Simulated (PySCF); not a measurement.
C5H8F2.
Numbering: `[CH3:1]/[CH:2]=[CH:3]\[CH2:4][CH:5]([F:6])[F:7]` (hydrogens: H8, H9, H10 on C1; H11 on C2; H12 on C3; H13, H14 on C4; H15 on C5)

The same species was optimised twice, with GFN2-xTB and with PBE0-D3(BJ)/def2-SVP (PySCF), and the same property calculations (PySCF, gas phase) were run on both structures.

| coordinate | GFN2-xTB | PBE0-D3(BJ)/def2-SVP | change |
| --- | --- | --- | --- |
| C2=C3 (Å) | 1.324 | 1.339 | +0.015 |
| C4–C5 (Å) | 1.523 | 1.510 | -0.013 |
| C5–F6 (Å) | 1.358 | 1.352 | -0.006 |
| C3–C4 (Å) | 1.500 | 1.495 | -0.005 |
| C5–F7 (Å) | 1.355 | 1.355 | 0.000 |
| C1–C2 (Å) | 1.492 | 1.493 | +0.001 |
| C3–C4–C5 (°) | 110.6 | 112.6 | +2.0 |
| F6–C5–F7 (°) | 105.9 | 107.5 | +1.6 |
| C4–C5–F7 (°) | 111.2 | 110.2 | -1.0 |
| C4–C5–F6 (°) | 110.7 | 109.9 | -0.8 |
| C2–C3–C4 (°) | 126.9 | 126.9 | 0.0 |
| C1–C2–C3 (°) | 127.9 | 127.9 | 0.0 |
| C2–C3–C4–C5 (°) | -115 | -122 | -7 |
| C3–C4–C5–F6 (°) | 176 | 180 | +4 |

Rotational constants: A = 5569, B = 1266, C = 1107 MHz (GFN2-xTB) against A = 5727, B = 1241, C = 1081 MHz (PBE0-D3(BJ)/def2-SVP). Point groups within 0.08 Å: C1 and C1.

On the GFN2-xTB structure: lowest triplet, Tamm–Dancoff (eV) 4.59 [wB97X-D/def2-SVPD]; isotropic polarisability (au) 63.7 [wB97X-D/def2-SVPD]; HOMO (eV) -9.35 [wB97X-D/def2-SVPD]; LUMO (eV) 2.01 [wB97X-D/def2-SVPD]; dipole (D) 2.72 [wB97X-D/def2-SVPD]; HOMO (eV) -7.47 [PBE0/pcSseg-1]; LUMO (eV) 0.29 [PBE0/pcSseg-1]; dipole (D) 2.59 [PBE0/pcSseg-1]; GIAO shielding of C1 (ppm) 170.8 [PBE0/pcSseg-1]; GIAO shielding of C2 (ppm) 49.8 [PBE0/pcSseg-1]; GIAO shielding of C3 (ppm) 58.0 [PBE0/pcSseg-1]; GIAO shielding of C4 (ppm) 149.4 [PBE0/pcSseg-1]; GIAO shielding of C5 (ppm) 62.8 [PBE0/pcSseg-1]; GIAO shielding of F6/F7 (mean) (ppm) 303.6 [PBE0/pcSseg-1].

Problem. What do these properties become on the PBE0-D3(BJ)/def2-SVP structure?

Solution. 
```json
{"property": "lowest triplet, Tamm–Dancoff (eV)", "level": "wB97X-D/def2-SVPD", "on GFN2-xTB": "4.59", "on PBE0-D3(BJ)/def2-SVP": "4.44", "change": "-0.15"}
{"property": "isotropic polarisability (au)", "level": "wB97X-D/def2-SVPD", "on GFN2-xTB": "63.7", "on PBE0-D3(BJ)/def2-SVP": "64.8", "change": "+1.1"}
{"property": "HOMO (eV)", "level": "wB97X-D/def2-SVPD", "on GFN2-xTB": "-9.35", "on PBE0-D3(BJ)/def2-SVP": "-9.27", "change": "+0.08"}
{"property": "LUMO (eV)", "level": "wB97X-D/def2-SVPD", "on GFN2-xTB": "2.01", "on PBE0-D3(BJ)/def2-SVP": "1.93", "change": "-0.08"}
{"property": "dipole (D)", "level": "wB97X-D/def2-SVPD", "on GFN2-xTB": "2.72", "on PBE0-D3(BJ)/def2-SVP": "2.62", "change": "-0.10"}
{"property": "energy, GFN2-xTB geometry as zero (kcal/mol)", "level": "wB97X-D/def2-SVPD", "on GFN2-xTB": "0.0", "on PBE0-D3(BJ)/def2-SVP": "-0.7", "change": "-0.7"}
{"property": "HOMO (eV)", "level": "PBE0/pcSseg-1", "on GFN2-xTB": "-7.47", "on PBE0-D3(BJ)/def2-SVP": "-7.39", "change": "+0.08"}
{"property": "LUMO (eV)", "level": "PBE0/pcSseg-1", "on GFN2-xTB": "0.29", "on PBE0-D3(BJ)/def2-SVP": "0.21", "change": "-0.08"}
{"property": "dipole (D)", "level": "PBE0/pcSseg-1", "on GFN2-xTB": "2.59", "on PBE0-D3(BJ)/def2-SVP": "2.49", "change": "-0.10"}
{"property": "energy, GFN2-xTB geometry as zero (kcal/mol)", "level": "PBE0/pcSseg-1", "on GFN2-xTB": "0.0", "on PBE0-D3(BJ)/def2-SVP": "-0.5", "change": "-0.5"}
{"property": "GIAO shielding of C1 (ppm)", "level": "PBE0/pcSseg-1", "on GFN2-xTB": "170.8", "on PBE0-D3(BJ)/def2-SVP": "169.1", "change": "-1.7"}
{"property": "GIAO shielding of C2 (ppm)", "level": "PBE0/pcSseg-1", "on GFN2-xTB": "49.8", "on PBE0-D3(BJ)/def2-SVP": "46.8", "change": "-3.0"}
{"property": "GIAO shielding of C3 (ppm)", "level": "PBE0/pcSseg-1", "on GFN2-xTB": "58.0", "on PBE0-D3(BJ)/def2-SVP": "54.8", "change": "-3.2"}
{"property": "GIAO shielding of C4 (ppm)", "level": "PBE0/pcSseg-1", "on GFN2-xTB": "149.4", "on PBE0-D3(BJ)/def2-SVP": "148.9", "change": "-0.5"}
{"property": "GIAO shielding of C5 (ppm)", "level": "PBE0/pcSseg-1", "on GFN2-xTB": "62.8", "on PBE0-D3(BJ)/def2-SVP": "64.5", "change": "+1.7"}
{"property": "GIAO shielding of F6/F7 (mean) (ppm)", "level": "PBE0/pcSseg-1", "on GFN2-xTB": "303.6", "on PBE0-D3(BJ)/def2-SVP": "306.6", "change": "+3.0"}
```

The heavy atoms differ by 0.064 Å rms after alignment. Among bonds between heavy atoms C2=C3 changes most (+0.015 Å). Changes are differences of the printed values. Neither structure is proved a minimum here.

Shape of the structure used: `[CH3:1]/[CH:2]=[CH:3]\[CH2:4][CH:5]([F:6])[F:7]`: C2–C3–C4–C5 -122°, C3–C4–C5–F6 180°.

The pairwise dispersion term of wB97X-D wasn't added to the energies; at a given geometry it leaves orbitals and properties as they are.
